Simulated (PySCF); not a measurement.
NbF2, SMILES [F][Nb][F] (connectivity only; charge and spin as stated), neutral, multiplicity 4.

The structure is a stationary point at r2SCAN-D4/def2-TZVP. The geometry has at least one imaginary mode, so it is a saddle point at that level. The spin state was assumed, not searched. The def2 effective core potentials stand for the cores of Nb; spin–orbit coupling is left out.

Method: r2SCAN-D4/def2-TZVP run with PySCF.

Frequencies are harmonic and unscaled.

Modes within 1.5 cm⁻¹ of each other (mostly degenerate sets) share a row, with their intensities summed.

Question: Estimate the vibrational spectrum. (Estimate from the structure and the level; the computed values follow.)

Answer: 
```
mode  ν (cm⁻¹)  IR (km/mol)  moving atoms (share of kinetic energy)
----  --------  -----------  --------------------------------------
1–2        58i         11.2                         F 71 %, Nb 29 %
3          650          0.0                                 F 100 %
4          685        269.8                         F 71 %, Nb 29 %
```
